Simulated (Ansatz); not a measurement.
Basis-set extrapolation for H$_{4}$NO$_{2}$Si, SMILES `N[SiH]([O])O` radical (PBE0-D4/def2-TZVP geometry, frozen core, the Gaussian-basis code of Ansatz). Multiplicity 2, UHF reference.

```
                      def2-TZVPP   def2-QZVPP
                 HF  -495.631799  -495.651592
    MP2 correlation    -0.756865    -0.819668
CCSD(T) correlation    -0.815170    -0.874319
```

Energies in hartree. Use E(X) = E(∞) + A·exp(−7.88·√X) for Hartree–Fock and E(X) = E(∞) + B·X^(−2.97) for correlation, with X = 3 and 4.

Problem. What is the CCSD(T) energy at the basis-set limit?

Solution. HF limit: -495.651592 + (-0.019793) × 0.13774 = -495.65432. Correlation limit: -0.874319 + (-0.059149) × 0.74074 = -0.91813. Total: -496.57245 hartree, 329.5 kJ/mol below CCSD(T)/def2-TZVPP.
